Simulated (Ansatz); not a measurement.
Input file for Ansatz (a first-principles code): U-CCSD(T)/def2-TZVPPD on KF, a point of a bond scan (R = 3.853 Å). Files ending in .json are basis or fitting sets from the Basis Set Exchange.

Ansatz 0.2 input:
```yaml
crystal:
  periodic: [false, false, false]
  atoms:
    - {symbol: K, position_ang: [-0.00000000, -0.00000000, -0.70772998]}
    - {symbol: F, position_ang: [0.00000000, 0.00000000, 3.14546657]}
basis:
  gaussian:
    orbitals: def2-TZVPPD.json
correlation: {method: ccsd_t, electrons: outside_noble_gas}
scf: {omitted_lower_state_checks: [cluster_reference]}
magnetization: {spin_polarized: true, initial_magnetization: 0}
```

Program output:

```
WARN ansatz: RAYON_NUM_THREADS=1 ignored (pool sized by the plan → 1); use --threads N
Functional definition: HF
these checks for a lower state are left out or cut short: cluster_reference
integrals: 0.08 GiB planned
594 factors; integrals over basis functions are off by at most 1.1e-3 eV
mean field: 0.15 GiB planned
mean field evaluation 1: about -19007.0125 eV, gradient 2.9e1 eV
mean field evaluation 2: about -19007.0125 eV, gradient 2.9e1 eV
mean field evaluation 4: about -19009.9203 eV, gradient 8.5e-1 eV
mean field evaluation 8: about -19009.9238 eV, gradient 1.1e-3 eV
mean field evaluation 16: about -19008.8967 eV, gradient 9.4e-5 eV
mean field evaluation 32: about -19009.9238 eV, gradient 8.3e-5 eV
mean field evaluation 64: about -19008.9944 eV, gradient 8.1e-2 eV
mean field evaluation 96: about -19008.8957 eV, gradient 7.0e-3 eV
mean field evaluation 128: about -19008.8967 eV, gradient 7.2e-5 eV
mean field -19009.92379899 eV, -698.6018142237 hartree, gradient 2.5e-6 eV, S^2 0.000000; 8 other end points of the search recorded, 0 dependent functions left out
10 core orbitals not correlated, not the lowest: weight in the atoms' cores, before any rotation towards them, 1.000 or more for the frozen orbitals, at most 0.000 for the correlated occupied ones
reference -19009.92379899 eV, -698.6018142237 hartree; 4, 4 occupied and 62, 62 virtual orbitals, 594 factors
second order -7.83154686 eV of doubles, -0.00000000 eV of singles
coupled cluster: 0.22 GiB planned
cycle   1  -7.42236287 eV  change    4.1e-1 eV  update   1.0e-1
cycle   2  -7.62390918 eV  change   -2.0e-1 eV  update   5.1e-2
cycle   3  -7.67092646 eV  change   -4.7e-2 eV  update   2.2e-2
cycle   4  -7.68445745 eV  change   -1.4e-2 eV  update   1.1e-2
cycle   5  -7.67792729 eV  change    6.5e-3 eV  update   5.9e-3
cycle   6  -7.67512138 eV  change    2.8e-3 eV  update   3.0e-3
cycle   7  -7.67446583 eV  change    6.6e-4 eV  update   1.8e-3
cycle   8  -7.67503857 eV  change   -5.7e-4 eV  update   1.1e-3
cycle   9  -7.67534488 eV  change   -3.1e-4 eV  update   5.1e-4
cycle  10  -7.67507491 eV  change    2.7e-4 eV  update   2.4e-4
cycle  11  -7.67534713 eV  change   -2.7e-4 eV  update   1.3e-4
cycle  12  -7.67540383 eV  change   -5.7e-5 eV  update   5.7e-5
cycle  13  -7.67534449 eV  change    5.9e-5 eV  update   3.0e-5
cycle  14  -7.67535687 eV  change   -1.2e-5 eV  update   1.8e-5
cycle  15  -7.67535765 eV  change   -7.8e-7 eV  update   7.2e-6
perturbative correction -0.26402861 eV, -0.0097028723 hartree
Total energy: -19017.86318525 eV, -698.8935812872 hartree
Checks for a lower state left out: cluster_reference
```

The calculation finished and met its thresholds.

Cost: about 3 core-seconds (a rough figure).
